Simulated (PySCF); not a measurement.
Optical rotation: `C[C@@H]1[C@@H](F)[C@@H]1[Si@@H](C)Cl`, C$_{5}$H$_{10}$ClFSi

Molfile (atoms numbered from 1):
```
C5H10ClFSi
     RDKit          3D

 18 18  0  0  0  0  0  0  0  0999 V2000
   -2.2836    0.6605    0.2369 C   0  0  0  0  0  0  0  0  0  0  0  0
   -1.5198   -0.3601   -0.5652 C   0  0  2  0  0  0  0  0  0  0  0  0
   -0.8383   -1.4974    0.1100 C   0  0  1  0  0  0  0  0  0  0  0  0
   -0.8723   -2.7281   -0.4822 F   0  0  0  0  0  0  0  0  0  0  0  0
   -0.0071   -0.4288   -0.5346 C   0  0  2  0  0  0  0  0  0  0  0  0
    1.0869    0.7063    0.5043 Si  0  0  1  0  0  4  0  0  0  0  0  0
    2.8996    0.2208    0.2257 C   0  0  0  0  0  0  0  0  0  0  0  0
    0.8042    2.6213   -0.0899 Cl  0  0  0  0  0  0  0  0  0  0  0  0
   -3.3202    0.3491    0.3528 H   0  0  0  0  0  0  0  0  0  0  0  0
   -2.2690    1.6239   -0.2684 H   0  0  0  0  0  0  0  0  0  0  0  0
   -1.8455    0.7844    1.2239 H   0  0  0  0  0  0  0  0  0  0  0  0
   -1.9756   -0.5925   -1.5213 H   0  0  0  0  0  0  0  0  0  0  0  0
   -0.8664   -1.6080    1.1866 H   0  0  0  0  0  0  0  0  0  0  0  0
    0.4314   -0.7403   -1.4772 H   0  0  0  0  0  0  0  0  0  0  0  0
    0.7352    0.6289    1.9258 H   0  0  0  0  0  0  0  0  0  0  0  0
    3.0785   -0.8142    0.4992 H   0  0  0  0  0  0  0  0  0  0  0  0
    3.5663    0.8393    0.8191 H   0  0  0  0  0  0  0  0  0  0  0  0
    3.1869    0.3411   -0.8156 H   0  0  0  0  0  0  0  0  0  0  0  0
  1  2  1  0
  2  3  1  0
  3  4  1  0
  3  5  1  0
  5  6  1  0
  6  7  1  0
  6  8  1  0
  5  2  1  0
  1  9  1  0
  1 10  1  0
  1 11  1  0
  2 12  1  6
  3 13  1  1
  5 14  1  6
  6 15  1  1
  7 16  1  0
  7 17  1  0
  7 18  1  0
M  END
```

Computed, not measured: TDDFT CAM-B3LYP/def2-SVPD circular dichroism and optical rotation, one conformer, gas phase (PySCF 2.14.0). Geometry: GFN2-xTB.

The molecule is flexible and this is one conformer; a measurement averages over conformers.

Stereocentres: C2 R, C3 R, C5 R, Si6 R.

Problem. What is the specific rotation at 633, 589.3, 546, 436, 405, 365, 355 nm?

Solution. [α] in deg dm⁻¹ (g/mL)⁻¹:
```csv
λ (nm),origin-invariant length gauge,modified velocity gauge,length gauge (centre of mass),isotropic polarisability (au)
633,-76.4,-79.1,-76.1,97.4
589.3,-89.5,-92.7,-89.2,97.8
546,-106.2,-110.1,-105.9,98.2
436,-180.3,-186.9,-179.8,99.8
405,-216.5,-224.5,-215.9,100.6
365,-283.4,-293.9,-282.7,101.9
355,-305.3,-316.8,-304.6,102.3
```

Problem. And for the mirror image at 589.3 nm?

Solution. +89.5 deg dm⁻¹ (g/mL)⁻¹ (origin-invariant length gauge): the same size and the opposite sign.

Problem. What is the molar rotation [Φ] = [α]·M/100 of the geometry above at 589.3 nm?

Solution. With M = 152.67 g/mol, -136.6 deg cm² dmol⁻¹ (origin-invariant length gauge).

The first excitation lies at 7.51 eV (165 nm) with R = -9.7 × 10⁻⁴⁰ esu² cm² (velocity form).
